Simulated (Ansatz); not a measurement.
A nudged elastic band was laid between two geometries of GeH$_{4}$O (6 atoms, charge 0, multiplicity 1).

All numbers below come from RKS PBE0/def2-SVP (Ansatz 0.2.0).

```json
{
  "movable images": "5",
  "climbing image": "from the first iteration",
  "spring": "5.0 eV/Å²",
  "optimiser": "lbfgs",
  "start path": "through a guess of the saddle point",
  "force threshold": "0.05 eV/Å",
  "iteration limit": "60",
  "end points": "relaxed"
}
```

Initial state:

```xyz
6
Properties=species:S:1:pos:R:3
Ge 0.263 -0.021 0.224
H 0.322 0.042 1.765
H 1.671 -0.029 -0.381
H -0.562 1.170 -0.308
O -0.457 -1.564 -0.308
H -1.353 -1.687 0.021
```

Final state:

```xyz
6
Properties=species:S:1:pos:R:3
Ge -0.898 0.110 0.452
H 1.544 0.059 1.291
H 1.732 0.251 0.574
H -0.253 0.987 -0.718
O -0.934 -1.381 -0.545
H -1.307 -2.115 -0.042
```

Question: What changes between the two ends?

Answer: Bonds broken: Ge1–H2, Ge1–H3. Bonds formed: H2–H3. GeH4O becomes GeH2O + H2.

Question: Give the energies along the band, and the barrier.

Answer: The run converged. The highest image is number 3 of 0 to 6, 2.49 eV above the first end and 1.20 eV above the last; the last end lies 1.29 eV above the first. Neighbouring images differ by up to 1.2 eV, so the band resolves the path poorly. Another band between the same ends (5 images) ends at a top of the same energy, where a vibrational analysis finds 1 clearly imaginary mode. The orbitals stay closed-shell, which can raise the energy where a bond breaks towards radicals; this wasn't checked here.

```json
{"image": "0", "path coordinate (Å)": "0.00", "energy (eV)": "0.00", "Ge1–H2 (Å)": "1.54", "Ge1–H3 (Å)": "1.53", "H2–H3 (Å)": "2.54"}
{"image": "1", "path coordinate (Å)": "0.52", "energy (eV)": "0.13", "Ge1–H2 (Å)": "1.54", "Ge1–H3 (Å)": "1.52", "H2–H3 (Å)": "2.33"}
{"image": "2", "path coordinate (Å)": "1.05", "energy (eV)": "1.27", "Ge1–H2 (Å)": "1.51", "Ge1–H3 (Å)": "1.54", "H2–H3 (Å)": "1.81"}
{"image": "3", "path coordinate (Å)": "1.57", "energy (eV)": "2.49", "Ge1–H2 (Å)": "1.56", "Ge1–H3 (Å)": "1.74", "H2–H3 (Å)": "1.31"}
{"image": "4", "path coordinate (Å)": "2.00", "energy (eV)": "1.66", "Ge1–H2 (Å)": "1.80", "Ge1–H3 (Å)": "1.96", "H2–H3 (Å)": "0.87"}
{"image": "5", "path coordinate (Å)": "2.43", "energy (eV)": "1.32", "Ge1–H2 (Å)": "2.23", "Ge1–H3 (Å)": "2.35", "H2–H3 (Å)": "0.77"}
{"image": "6", "path coordinate (Å)": "2.86", "energy (eV)": "1.29", "Ge1–H2 (Å)": "2.58", "Ge1–H3 (Å)": "2.64", "H2–H3 (Å)": "0.77"}
```

Question: What is the geometry of the highest image?

Answer: 
```xyz
6
Properties=species:S:1:pos:R:3
Ge -0.318 0.063 0.443
H 0.938 -0.035 1.367
H 1.397 0.106 0.151
H -0.237 1.233 -0.546
O -0.680 -1.435 -0.473
H -1.216 -2.022 0.071
```

The band took 38 iterations and of the order of 5 core-minutes.

Time of the run: 5.3 min on 1 thread of Arm Neoverse V1, with other jobs on the host, peak memory 0.12 GiB.
